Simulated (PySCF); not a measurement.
C4H9Al.
SMILES with atom numbers: `[CH2:1]1[CH2:2][CH2:3][AlH:4][CH2:5]1`

Geometry (PBE0-D3(BJ)/def2-SVP, Å), atoms numbered from 1 in this order:
```xyz
14
C4H9Al angstrom
C      0.3256   -0.9055   -0.7129
C     -1.0297   -0.6051   -0.0498
C     -1.1973    0.9028    0.2190
Al     0.6496    1.3935    0.6937
C      1.4868   -0.2816    0.0849
H      0.4476   -1.9946   -0.8464
H      0.3148   -0.4776   -1.7328
H     -1.8500   -1.0138   -0.6655
H     -1.0746   -1.1519    0.9107
H     -1.9975    1.1232    0.9428
H     -1.4818    1.4273   -0.7144
H      1.2630    2.7079    1.3520
H      2.4213   -0.2181   -0.4942
H      1.7208   -0.9076    0.9686
```

Computed with delta-SCF UKS SCAN, pcX-2 on the ionised atom, pcseg-1 elsewhere, spin-free X2C (PySCF). These are vertical core ionisation energies against the vacuum level, from separate self-consistent calculations with and without the core hole.

One binding energy is withheld.

| atom(s) | bonded to | level | binding energy (eV) |
| --- | --- | --- | --- |
| C1/C2 | 2 C and 2 H | C 1s | ? |
| C3/C5 | C, 2 H and Al | C 1s | 289.36 |
| Al4 | 2 C and H | Al 1s | 1566.30 |

**Question.** What is the C 1s binding energy of C1/C2?

**Answer.** 290.27 eV (ring CH2 carbon). The other listed C 1s value is that of C3/C5; the shift against it is +0.91 eV.

Lowest listed C 1s: C3/C5, bonded to C, 2 H and Al. Highest, 0.91 eV above it: C1/C2, bonded to 2 C and 2 H. Summing the Pauling electronegativity differences to the bonded atoms, each weighted by its formal bond order, gives -1.64 for the lowest site and -0.70 for the highest.

**Question.** Express the binding energy of C 1s of C3/C5 in atomic units and per mole.

**Answer.** 289.36 eV = 10.6338 Eh = 27919 kJ/mol.

The first atom of each set that the bonding makes equivalent was ionised and stands for the set. Geometry: PBE0-D3(BJ)/def2-SVP, one conformer, isolated molecule.
